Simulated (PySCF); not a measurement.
Species: C6H5N3.
Atom-mapped SMILES: `[cH:1]1[cH:2][cH:3][c:4]2[nH:5][n:6][n:7][c:8]2[cH:9]1`

Structure used (GFN2-xTB), in Å, numbered top down from 1:
```
atom  x, y, z in Å
C1    -1.7472   -0.5981   -0.2364
C2    -1.5161    0.7630   -0.4843
C3    -0.2687    1.3283   -0.3467
C4     0.7555    0.4786    0.0522
N5     2.0852    0.6297    0.2982
N6     2.6152   -0.5483    0.6637
N7     1.7278   -1.4464    0.6719
C8     0.5328   -0.8992    0.3037
C9    -0.7409   -1.4478    0.1571
H10   -2.7490   -0.9812   -0.3610
H11   -2.3456    1.3821   -0.7921
H12   -0.0923    2.3757   -0.5375
H13    2.6550    1.4576    0.2402
H14   -0.9123   -2.4944    0.3488
```

NICS is the negative of the GIAO shielding at a point without a nucleus: at the ring centre (0) and 1 Å above and below it (1); zz is the component along the ring normal. Level: GIAO PBE0/pcSseg-1 (PySCF, non-relativistic, gas phase) on the GFN2-xTB geometry, one conformer.

Ring bond lengths (Å), with Mayer bond orders in brackets: C1–C2 1.403 (1.37), C2–C3 1.376 (1.51), C3–C4 1.389 (1.33), C4–C8 1.418 (1.19), C8–C9 1.395 (1.34), C9–C1 1.375 (1.51); C4–N5 1.361 (0.97), N5–N6 1.342 (1.16), N6–N7 1.263 (1.58), N7–C8 1.365 (1.24), C8–C4 1.418 (1.19).

Question: What do the NICS probes read (ppm)?

Answer: 
```tsv
ring	type	NICS(0)	NICS(1), two faces	NICS(1)zz, two faces	rms pucker (Å)	centre to ring atoms, mean (Å)
C1–C2–C3–C4–C8–C9	6-membered carbocycle; formal bonds all aromatic	-10.3	-12.2 / -12.2	-30.6 / -30.6	0.00	1.39
C4–N5–N6–N7–C8	5-membered ring with 3 N; formal bonds all aromatic	-13.4	-13.8 / -13.8	-34.9 / -34.9	0.00	1.15
```

Question: What do they say, and how far can they be read as aromaticity?

Answer: 
- C1–C2–C3–C4–C8–C9: mean NICS(1)zz -30.6 ppm, shielded. The ring is flat and has no four-coordinate atom; by the NICS criterion it is aromatic, though in fused rings the probe also feels the neighbouring ring.
- C4–N5–N6–N7–C8: mean NICS(1)zz -34.9 ppm, shielded, aromatic by this magnetic criterion (flat ring, no four-coordinate atom), though in fused rings the probe also feels the neighbouring ring.

Question: What does the geometric index give? HOMA takes Krygowski's 1993 parameters.

Answer: 
- C1–C2–C3–C4–C8–C9: HOMA 0.94 = 1 − EN − GEO, with mean bond length 1.393 Å, EN = α(Ropt − mean)² = 0.005 and GEO = α × variance = 0.058. The geometric and the magnetic index point the same way.
- C4–N5–N6–N7–C8: HOMA 0.84; the largest term is that of N6–N7, α(R − Ropt)² = 0.28. The geometric and the magnetic index point the same way.

Question: What is the mean of the two in-plane components of NICS at the first NICS(1) probe listed for ring C1–C2–C3–C4–C8–C9, 1 Å off the ring?

Answer: The isotropic value is a third of the trace: (3 × -12.2 − (-30.6))/2 = -3.0 ppm.

Question: What are the shieldings of the ring atoms and their hydrogens in the same run (means over atoms taken as equivalent)?

Answer: 
| atoms | environment | σ isotropic (ppm) | principal values of the symmetric part, first atom (ppm) |
| --- | --- | --- | --- |
| C1 | aromatic CH carbon | 58.8 | -47.8, 46.0, 178.4 |
| C2 | aromatic CH carbon | 55.0 | -53.9, 40.8, 178.0 |
| C3 | aromatic CH carbon | 74.1 | -11.7, 55.2, 178.9 |
| C4 | ring-fusion aromatic carbon | 47.1 | -27.6, 9.2, 159.9 |
| N5 | pyrrole-type nitrogen | 34.4 | -109.6, 101.4, 111.5 |
| N6 | pyridine-type nitrogen | -145.9 | -429.7, -132.1, 124.0 |
| N7 | pyridine-type nitrogen | -110.3 | -360.7, -162.7, 192.4 |
| C8 | ring-fusion aromatic carbon | 37.8 | -15.6, -2.3, 131.1 |
| C9 | aromatic CH carbon | 60.1 | -33.5, 37.9, 175.9 |
| H10 | aromatic hydrogen | 23.97 | 19.7, 25.2, 27.0 |
| H11 | aromatic hydrogen | 23.89 | 19.7, 24.9, 27.0 |
| H12 | aromatic hydrogen | 23.84 | 18.6, 25.5, 27.4 |
| H13 | N–H hydrogen | 20.49 | 15.5, 22.1, 23.9 |
| H14 | aromatic hydrogen | 23.15 | 18.9, 24.2, 26.4 |

The list is cut; further classes of hydrogen are left out.

Time: 42 s of wall time. Hardware: one thread, Arm Neoverse V1, shared host. This is the whole shielding run at PBE0/pcSseg-1, SCF included.
